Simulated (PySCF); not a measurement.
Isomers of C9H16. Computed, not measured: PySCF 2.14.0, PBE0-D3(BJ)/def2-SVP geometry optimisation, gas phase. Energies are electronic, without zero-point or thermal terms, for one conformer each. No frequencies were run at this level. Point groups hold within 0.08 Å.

**Question.** Rank from lowest to highest electronic energy at this level (kJ/mol).
A. `[C@H]1(C[C@H]2C[C@@H]([C@H]1C)C2)C`
B. `[CH2:1]1[CH2:2][CH2:3][C@@H:4]2[CH2:5][CH2:6][CH2:7][C@H:8]2[CH2:9]1` with C9–C1–C2–C3 54°, C1–C2–C3–C4 -54°, C2–C3–C4–C5 175°, C3–C4–C5–C6 -160°
C. `[CH2:1]=[C:2]([CH3:3])[C:4](=[CH2:5])[C:6]([CH3:7])([CH3:8])[CH3:9]` with C1–C2–C4–C5 97°

**Answer.** B (0.0), A (96.5), C (190.4).

As drawn, the highest has a C=C bond outside aromatic rings and a quaternary carbon, which the lowest lacks.

```csv
SMILES,E (Eh),E rel (kJ/mol),dipole (D),point group,"A, B, C (MHz)"
C1CC[C@@H]2CCC[C@H]2C1,-351.95954,0.0,0.08,C2,"2966, 1344, 998.5"
C[C@@H]1C[C@H]2C[C@H](C2)[C@H]1C,-351.92277,96.5,0.07,C1,"2291, 1644, 1194"
C=C(C)C(=C)C(C)(C)C,-351.88704,190.4,0.46,C1,"2214, 1214, 1158"
```
